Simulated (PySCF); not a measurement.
Isomers of CH6Si2. All species are isolated molecules in the gas phase. Strings in code marks are SMILES.

These are PBE0-D3(BJ)/def2-TZVP in PySCF values and carry that method's errors. 

```csv
species,HOMO (eV),HOMO–LUMO gap (eV),dipole moment (D)
`C[SiH]=[SiH2]`,(withheld),4.15,1.39
`C=[SiH][SiH3]`,-6.61,5.08,0.71
`[SiH2]1[SiH2]C1`,(withheld),6.58,(withheld)
`[SiH2]=C[SiH3]`,-6.88,5.24,1.78
```

Question: Complete the blanks.

Answer: 
- `C[SiH]=[SiH2]`, HOMO (eV): -5.73
- `[SiH2]1[SiH2]C1`, HOMO (eV): -6.72
- `[SiH2]1[SiH2]C1`, dipole moment (D): 0.46
